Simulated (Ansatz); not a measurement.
`N#C[SiH]1CS1` + H₂ → `C1[SiH2]S1` + `C#N` at 400 K and 1 bar (hydrogenolysis of the Si–C bond).

Program: Ansatz. Geometries: PBE0-D4/def2-TZVP. ΔE: electronic, gas phase. CCSD(T)/CBS is the MP2 limit (def2-TZVPP, def2-QZVPP) plus CCSD(T) − MP2 in def2-TZVPP, frozen cores. This one scheme is used for every species.

```csv
species,CCSD(T)/CBS energy (Eh),H − E (kJ/mol),S (J/(mol·K))
`N#C[SiH]1CS1`,-819.45492,148.4,354.3
H₂,-1.17544,38.0,139.0
`C1[SiH2]S1`,-727.30403,138.5,299.2
`C#N`,-93.32098,56.1,211.9
```

H − E and S are ideal-gas, rigid-rotor, harmonic terms from PBE0-D4/def2-TZVP, for one conformer and one mirror image of each species. The MP2-based limit puts H₂ 0.8 mEh under its directly extrapolated value; such offsets cancel only in part. 1 Eh = 2625.50 kJ/mol, R = 8.31446 J/(mol·K).

Task: By hand: ΔE, ΔH, ΔS and ΔG.

Result: ΔE = (-727.30403) + (-93.32098) − (-819.45492) − (-1.17544) = 0.00535 Eh = 14.0 kJ/mol. Δ(H − E) = 138.5 + 56.1 − 148.4 − 38.0 = 8.2, so ΔH = 22.2 kJ/mol. ΔS = 299.2 + 211.9 − 354.3 − 139.0 = 17.8 J/(mol·K). ΔG = 22.2 − 400 × (17.8)/1000 = 15.1 kJ/mol.

Task: By hand: the equilibrium constant, and the temperature at which ΔG would vanish if ΔH and ΔS stayed fixed.

Result: log₁₀ K = −ΔG/(RT ln 10) = -2.0. ΔG = 0 at ΔH/ΔS = 1247 K, though so small a ΔS makes that figure unsure.

ΔH outweighs TΔS. A doubt of 5 kJ/mol in ΔE shifts log₁₀ K by 0.7 here. Other conformers and mirror images would add mixing entropy, several J/(mol·K) or more a flexible species. These are equilibria of isolated gas molecules and say nothing of rates. Largest T1 diagnostic: 0.014 (customary marks: 0.02 for closed shells, 0.045 for open ones).
